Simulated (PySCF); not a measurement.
PySCF job for B(F)(OH)(SH) (BFH₂OS), SMILES SB(O)F, PBE0/pcJ-1. Geometry optimised at B3LYP-D3(BJ)/def2-SVP. The values are those of a single conformer.

```python
import numpy as np
from pyscf import gto, scf, dft
from pyscf.prop.ssc import rks as ssc

mol = gto.M(
    atom='''
    B    -0.01436899    0.45179466   -0.00000000
    F    -1.18304449    1.10131579   -0.00000000
    O     1.15068517    1.13661396   -0.00000000
    H     1.02215386    2.09545360    0.00000001
    S    -0.05019511   -1.36613041    0.00000000
    H     1.29473193   -1.50109405   -0.00000000
    ''',
    basis='pcJ-1',
    charge=0,
    spin=0,
    max_memory=1600,
    verbose=3,
)
mf = dft.RKS(mol, xc='pbe0')
mf.grids.level = 3
mf.conv_tol = 1e-10
mf.max_cycle = 100
mf.kernel()
j = ssc.SSC(mf)
j.with_fcsd = True
j.max_cycle_cphf = 80
j.conv_tol = 1e-7
e11 = j.kernel()
```

It prints:

```
converged SCF energy = -596.53133472369
Reduced spin-spin coupling constant K (Hz)
               #0        #1        #2        #3        #4
        0 B    0.00000
        1 F  -15.69812   0.00000
        2 O    3.43067  -8.64690   0.00000
        3 H   -0.53753   0.07168  18.85409   0.00000
        4 S    2.18969   3.29450  -5.87424  -0.09817   0.00000
        5 H   -0.59359   0.59981   0.58618   0.04425   9.85307
               #5
        5 H    0.00000
Spin-spin coupling constant J (Hz)
               #0        #1        #2        #3        #4
        0 B    0.00000
        1 F  -147.94128   0.00000
        2 O   -4.65816  34.43906   0.00000
        3 H   -5.38170   2.10507 -79.77643   0.00000
        4 S    1.68461   7.43468   1.90993  -0.23537   0.00000
        5 H   -5.94301  17.61535  -2.48028   1.38055  23.62231
               #5
        5 H    0.00000
```

The calculation finished and met its thresholds.
